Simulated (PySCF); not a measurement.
A small calculation by hand: chemical shift, span and skew from a shielding tensor

Al(F)(Me)(NCO) (C₂H₃AlFNO), SMILES [N](=C=O)[Al]([CH3])[F]. Atoms are numbered in the order given.

```xyz
9

Al    -0.7539     0.4172    -0.2572
F     -2.1931    -0.3335     0.1072
C     -0.7269     2.1135    -1.1708
H      0.2829     2.3919    -1.5106
H     -1.0867     2.9184    -0.5069
H     -1.3971     2.1113    -2.0463
N      0.7094    -0.4410     0.2605
C      1.6808    -1.0523     0.6290
O      2.6313    -1.6406     0.9837
```

The structure is a stationary point at r2SCAN-D4/def2-SVP. The structure was generated by enumeration; whether it is a known compound was not checked. The values are those of a single conformer.

GIAO shieldings from PBE0/pcSseg-1 (PySCF), non-relativistic, no solvent. The symmetric part of the tensor of N7 has the principal values 144.4, 147.3, 342.7 ppm. The same nucleus in NH3 has σ = 267.4 ppm at this level (PySCF, at its B3LYP-D3(BJ)/def2-TZVP geometry).

Problem. Work out the isotropic shielding, the ¹⁵N shift against NH3, the span and the skew.

Solution. 
σ(iso) = (σ11 + σ22 + σ33)/3 = 211.5 ppm. δ = σ(ref) − σ(iso) = 267.4 − (211.5) = 55.9 ppm.
Span Ω = σ33 − σ11 = 198.3 ppm. Skew κ = 3(σ(iso) − σ22)/Ω = 0.97, an axial tensor. Tumbling in solution averages the tensor to δ; in a static solid the shielding alone would spread this spin-1/2 line over Ω.
